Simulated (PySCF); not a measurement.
C2H6Mg, charge +1, quartet, at a GFN2-xTB geometry of the parent state (such geometries of metal compounds can be far from the true shape) (a state made from the parent by changing its charge; the spin is typed, not shown lowest); PySCF with R2SCAN/def2-SVP.

Here is a job for PySCF.
```python
from pyscf import gto, scf, dft

mol = gto.M(
    atom='''
Mg    0.00649239    0.00659633    0.00925361
C     1.77650181    0.27541309   -1.45305501
H     2.44227962   -0.56672341   -1.29653556
H     2.24984063    1.22007834   -1.20720284
H     1.35338380    0.27970239   -2.45206587
C    -1.78374404   -0.28277125    1.44273267
H    -2.26749666   -1.20844971    1.14918074
H    -2.43315947    0.57598957    1.30953451
H    -1.37930330   -0.33560416    2.44797978
''',
    basis='def2-svp',
    charge=1,
    spin=3,
    verbose=4,
)

mf = dft.ROKS(mol)
mf.xc = 'r2scan'
mf.kernel()
```

The log (banner, timings and long lists left out):

```
PySCF version 2.14.0

[INPUT] verbose = 4
[INPUT] num. atoms = 9
[INPUT] num. electrons = 29
[INPUT] charge = 1
[INPUT] spin (= nelec alpha-beta = 2S) = 3
[INPUT] symmetry False subgroup None
[INPUT] Mole.unit = angstrom
[INPUT] Symbol           X                Y                Z      unit          X                Y                Z       unit  Magmom
[INPUT]  1 Mg     0.006492390000   0.006596330000   0.009253610000 AA    0.012268838994   0.012465257127   0.017486788564 Bohr   0.0
[INPUT]  2 C      1.776501810000   0.275413090000  -1.453055010000 AA    3.357101880694   0.520455311220  -2.745876012827 Bohr   0.0
[INPUT]  3 H      2.442279620000  -0.566723410000  -1.296535560000 AA    4.615239601407  -1.070952033280  -2.450097119160 Bohr   0.0
[INPUT]  4 H      2.249840630000   1.220078340000  -1.207202840000 AA    4.251582614619   2.305613913114  -2.281282744397 Bohr   0.0
[INPUT]  5 H      1.353383800000   0.279702390000  -2.452065870000 AA    2.557524723423   0.528560913486  -4.633732933693 Bohr   0.0
[INPUT]  6 C     -1.783744040000  -0.282771250000   1.442732670000 AA   -3.370787711925  -0.534360218401   2.726369617263 Bohr   0.0
[INPUT]  7 H     -2.267496660000  -1.208449710000   1.149180740000 AA   -4.284947675766  -2.283638987210   2.171636866225 Bohr   0.0
[INPUT]  8 H     -2.433159470000   0.575989570000   1.309534510000 AA   -4.598005015692   1.088462537906   2.474661574567 Bohr   0.0
[INPUT]  9 H     -1.379303300000  -0.335604160000   2.447979780000 AA   -2.606505479709  -0.634199948665   4.626011342673 Bohr   0.0

nuclear repulsion = 74.5607851027033
number of shells = 38
number of NR pGTOs = 126
number of NR cGTOs = 76
basis = def2-svp
ecp = {}

******** <class 'pyscf.dft.roks.ROKS'> ********
method = ROKS
initial guess = minao
damping factor = 0
level_shift factor = 0
DIIS = <class 'pyscf.scf.diis.CDIIS'>
diis_start_cycle = 1
diis_space = 8
diis_damp = 0
SCF conv_tol = 1e-09
SCF conv_tol_grad = None
SCF max_cycles = 50
direct_scf = True
direct_scf_tol = 1e-13
num. doubly occ = 13  num. singly occ = 3
XC library pyscf.dft.libxc version 7.1.2
    S. Lehtola, C. Steigemann, M. J. T. Oliveira, and M. A. L. Marques,  SoftwareX 7, 1–5 (2018)
XC functionals = r2scan
    J. W. Furness, A. D. Kaplan, J. Ning, J. P. Perdew, and J. Sun,  J. Phys. Chem. Lett. 11, 8208–8215 (2020)
    J. W. Furness, A. D. Kaplan, J. Ning, J. P. Perdew, and J. Sun,  J. Phys. Chem. Lett. 11, 9248–9248 (2020)
    J. W. Furness, A. D. Kaplan, J. Ning, J. P. Perdew, and J. Sun,  J. Phys. Chem. Lett. 11, 8208–8215 (2020)
    J. W. Furness, A. D. Kaplan, J. Ning, J. P. Perdew, and J. Sun,  J. Phys. Chem. Lett. 11, 9248–9248 (2020)
radial grids:
    Treutler-Ahlrichs [JCP 102, 346 (1995); DOI:10.1063/1.469408] (M4) radial grids

becke partition: Becke, JCP 88, 2547 (1988); DOI:10.1063/1.454033
pruning grids: <function nwchem_prune>
grids dens level: 3
symmetrized grids: False
atomic radii adjust function: <function treutler_atomic_radii_adjust>
small_rho_cutoff = 0
Set gradient conv threshold to 3.16228e-05
tot grids = 105664
init E= -279.330325527962
  HOMO = -0.0866191300128722  LUMO = -0.0378668777172542  gap/eV = 1.32662
cycle= 1 E= -279.201038523464  delta_E= 0.129  |g|= 0.191  |ddm|= 2.06
  HOMO = -0.263680162188677  LUMO = -0.229030427721174  gap/eV = 0.94287
cycle= 2 E= -279.214312279428  delta_E= -0.0133  |g|= 0.144  |ddm|= 1.06
  HOMO = -0.255162828947245  LUMO = -0.213228315016526  gap/eV = 1.14110
cycle= 3 E= -279.221998590617  delta_E= -0.00769  |g|= 0.0275  |ddm|= 0.168
  HOMO = -0.246286987742697  LUMO = -0.207100166058685  gap/eV = 1.06633
cycle= 4 E= -279.222222496948  delta_E= -0.000224  |g|= 0.00659  |ddm|= 0.0393
  HOMO = -0.24585722479727  LUMO = -0.206874685570022  gap/eV = 1.06077
cycle= 5 E= -279.222240692085  delta_E= -1.82e-05  |g|= 0.0019  |ddm|= 0.0174
  HOMO = -0.245658355667718  LUMO = -0.206823760920872  gap/eV = 1.05674
cycle= 6 E= -279.222242168041  delta_E= -1.48e-06  |g|= 0.000249  |ddm|= 0.00321
  HOMO = -0.245732121034456  LUMO = -0.206885994623468  gap/eV = 1.05706
cycle= 7 E= -279.222242196484  delta_E= -2.84e-08  |g|= 1.81e-05  |ddm|= 0.00064
  HOMO = -0.245732380643414  LUMO = -0.206885804074535  gap/eV = 1.05707
cycle= 8 E= -279.222242196616  delta_E= -1.32e-10  |g|= 1.35e-05  |ddm|= 0.000126
  HOMO = -0.245733274037572  LUMO = -0.206886573657678  gap/eV = 1.05707
Extra cycle  E= -279.222242196632  delta_E= -1.61e-11  |g|= 1.3e-05  |ddm|= 0.00011
converged SCF energy = -279.222242196632
```
